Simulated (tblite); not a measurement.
Compound: C7H13 (doublet state).
Structure used (GFN2-xTB), in Å, numbered top down from 1:
```
atom  x, y, z in Å
C1    -1.8397    2.1070   -0.1586
C2    -1.9601    0.6250   -0.2544
C3    -0.9065   -0.2628   -0.1460
C4    -1.1933   -1.7357   -0.2722
C5     0.3971    0.1415    0.0711
C6     1.5500   -0.7942    0.1862
C7     2.8706   -0.0703    0.4202
H8    -1.4279    2.4072    0.8071
H9    -1.1723    2.4980   -0.9296
H10   -2.8116    2.5790   -0.2768
H11   -2.9497    0.2288   -0.4245
H12   -0.6261   -2.1650   -1.0970
H13   -2.2505   -1.9125   -0.4506
H14   -0.9041   -2.2601    0.6375
H15    0.6146    1.1929    0.1656
H16    1.6265   -1.4017   -0.7246
H17    1.3729   -1.5000    1.0076
H18    2.8313    0.5067    1.3418
H19    3.0841    0.6097   -0.4021
H20    3.6897   -0.7826    0.4962
```

Computed with GFN2-xTB (tblite): harmonic, unscaled wavenumbers at the GFN2-xTB geometry, gas phase. This tight-binding method is rough: wavenumbers can miss measured ones by several per cent, in bad cases by 10 to 20. One conformer, not necessarily the lowest. Open shells enter through the occupations alone, without spin polarisation, and single modes of such species can be off by tens of per cent.

Harmonic wavenumbers (cm⁻¹): 44.9, 78.7, 133.6, 145.8, 152.0, 206.3, 255.2, 272.5, 343.7, 464.8, 479.3, 540.4, 647.3, 656.9, 809.6, 852.0, 960.2, 1002.4, 1019.8, 1033.1, 1059.9, 1059.9, 1091.3, 1134.2, 1170.4, 1234.9, 1259.7, 1265.2, 1336.3, 1399.2, 1408.2, 1415.4, 1447.8, 1471.1, 1479.4, 1484.2, 1488.8, 1492.2, 1502.4, 1505.9, 1508.5, 2880.0, 2915.2, 2954.9, 2976.2, 3003.7, 3017.0, 3027.5, 3029.3, 3035.3, 3042.6, 3047.1, 3081.6, 3104.0.

A = 3892, B = 1507, C = 1116 MHz; mass 97.102 u (most abundant isotopes); point group Cs, symmetry number 1; spin multiplicity 2.

**Question.** What is the zero-point energy?

**Answer.** Half the sum of the wavenumbers: 38714 cm⁻¹ = 463.12 kJ/mol.

**Question.** Entropy at 298.15 K, 1 bar (ideal gas, RRHO, classical rotation)?

**Answer.** Translation 165.92, rotation 118.35, vibration 116.61, spin (R ln 2) 5.76: S = 406.6 J/(mol K).

**Question.** And Cp and H(298.15 K) − H(0)?

**Answer.** Cp = 150.26 J/(mol K), of which vibrations give 117.01 (their classical limit is 54 R = 449.0); H(298.15 K) − H(0) = 28.09 kJ/mol without the zero-point energy, 18.18 from vibrations.

**Question.** Which modes carry the vibrational entropy at 298.15 K?

**Answer.** 44.9 cm⁻¹: 21.05; 78.7 cm⁻¹: 16.41; 133.6 cm⁻¹: 12.11; 145.8 cm⁻¹: 11.41; 152.0 cm⁻¹: 11.08; 206.3 cm⁻¹: 8.69 J/(mol K); the other 48 give 35.87 together.

**Question.** How do the functions run with temperature in this model?

**Answer.** 
```csv
T (K),S (J/(mol K)),Cp (J/(mol K)),H − H(0) (kJ/mol),G − H(0) (kJ/mol),ln q(vib)
150,324.2,97.4,9.86,-38.76,2.94
250,381.9,131.9,21.30,-74.16,5.50
400,456.4,190.4,45.45,-137.13,9.17
600,547.2,258.6,90.68,-237.64,13.95
900,666.4,328.8,179.59,-420.17,20.85
```

q(vib) and H(0) count from the zero-point level.

**Question.** What must be added to the electronic energy to get the Gibbs energy at 298.15 K and 1 bar?

**Answer.** ZPE + [H(298.15 K) − H(0)] − T·S = 463.12 + 28.09 − 121.24 = 369.97 kJ/mol.

**Question.** Blend soft modes into free rotors: weight 1/[1 + (100 cm⁻¹/ν̃)⁴] for the oscillator and the rest for a rotor with moment μB/(μ + B), μ = h/(8π²ν), B = 10⁻⁴⁴ kg m². What vibrational entropy results?

**Answer.** 107.99 J/(mol K) in place of 116.61, which changes −T·S at 298.15 K by +2.57 kJ/mol.

Hindered rotation and anharmonicity are outside this model. Other conformers, if any are populated, would add a mixing term that is left out.

Hardware: one thread, Arm Neoverse V1 (aarch64), shared host. Cost: 0.62 s. The figure is for the frequency step alone.
